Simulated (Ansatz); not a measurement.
A basis-limit estimate, worked out

An elementary step of SiNH₃F₄, closed shell (SiF₄ ([F][Si]([F])([F])[F]) + NH₃ → SiNH₂F₃ ([NH2][Si]([F])([F])[F]) + HF; Si–F, H–N broken or loosened, Si–N, F–H formed or tightened). “Start” and “end” are the PBE0-D4/def2-TZVP structures reached by relaxing down either side of its saddle point, with the molecules still in contact.

Program: Ansatz 0.2.0. Basis: def2-TZVPP and def2-QZVPP. Cores are frozen in the correlated methods.

Energies in eV:

| quantity | end | start |
| --- | --- | --- |
| Hartree–Fock, triple zeta (X = 3) | -20228.25726 | -20229.09224 |
| Hartree–Fock, quadruple zeta (X = 4) | -20229.12947 | -20229.95798 |
| MP2 correlation, X = 3 | -36.63766 | -36.65408 |
| MP2 correlation, X = 4 | -40.04215 | -40.06610 |
| CCSD(T) correlation, X = 3 | -38.00839 | -38.05030 |

Task: Work out the step energy at the basis limit: extrapolate Hartree–Fock as E(X) = E∞ + A exp(−7.88 √X) and the MP2 correlation as E(X) = E∞ + B X^−2.97 (the exponents that Neese and Valeev fitted for def2-TZVPP and QZVPP), then add CCSD(T) − MP2 in triple zeta.

Result: Each step is linear, so take the differences first (end − start): Hartree–Fock 0.83498 (X = 3) and 0.82851 (X = 4); MP2 correlation 0.01642 and 0.02395; CCSD(T) correlation 0.04191.
Two points give E∞ = E(4) + w [E(4) − E(3)], with w = 1/(exp(7.88 (2 − √3)) − 1) = 0.1377 for Hartree–Fock and w = 1/((4/3)^2.97 − 1) = 0.7407 for the correlation.
Hartree–Fock: 0.82851 + 0.1377 × (-0.00647) = 0.8276 eV.
MP2 correlation: 0.02395 + 0.7407 × 0.00753 = 0.0295 eV.
CCSD(T) − MP2: 0.04191 − 0.01642 = 0.0255 eV.
Sum: 0.8276 + 0.0295 + 0.0255 = 0.8826 eV, or 20.35 kcal/mol. Plain CCSD(T) in triple zeta gives 0.8769 eV, so the larger basis shifts the result by 0.0057 eV.

No T1 diagnostic of these runs exceeds 0.012.

The step is the kind of exchange with an N–H group that builds nitride films in atomic layer and chemical vapour deposition.

Labels in which every atom is bracketed show which atoms are joined, not bond orders.

For scale, one of the runs: CCSD(T)/def2-TZVPP, 239 basis functions, launched by `ansatz run in.yaml --threads 8 --pin off --events-out ev --progress --plain --max-ram 19148MiB`. The run took 2.2 min on 8 CPU threads of an Arm Neoverse V2 (shared host), with 5.1 GiB of host memory at its peak.
